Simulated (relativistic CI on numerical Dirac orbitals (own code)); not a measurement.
## Mo³⁺: 4p photoemission

Computed with this model: Dirac-Coulomb-Breit CI, orbitals from a KLI potential per configuration, a model potential for QED, valence Slater integrals scaled by 0.7, multiplet model of photoemission in the sudden approximation; configurations [Kr] 4d3 → [Ar] 3d10 4s2 4p5 4d3; 300 K; Lorentzian 1.2 eV and Gaussian 0.6 eV FWHM. Energies are those of the free ion, without screening or charge transfer. The energies are binding energies and can lie tens of eV above those of solids. S is read from ⟨S²⟩ = S(S + 1).

Field parameters in Wybourne normalisation: D3d B²₀ = −7Dσ, B⁴₀ = −14Dq − 21Dτ, B⁴₃ = −14√(10/7) Dq. The field is a parameter set, without covalency.

free ion: ground-state S = 1.49, centroid 78.18 eV. Peaks (eV, height): 75.0 (100), 82.0 (11), 86.4 (24), 88.8 (21).

D3d, 10Dq = 19750, Dσ = -1200, Dτ = 260 cm⁻¹: ground-state S = 1.50, centroid 78.21 eV. Peaks (eV, height): 75.2 (100), 79.6 (30), 86.8 (11), 89.0 (12).

Strongest unbroadened transitions for free ion:

```tsv
Energy (eV)	Relative strength
74.61	21.0
74.64	64.2
74.70	67.8
74.77	25.4
75.47	31.7
75.48	97.8
76.38	24.0
76.48	66.9
77.41	17.1
77.43	100.0
78.53	15.8
79.45	9.8
82.39	10.0
85.83	17.1
86.36	38.9
86.72	9.9
88.74	9.2
88.82	37.1
```
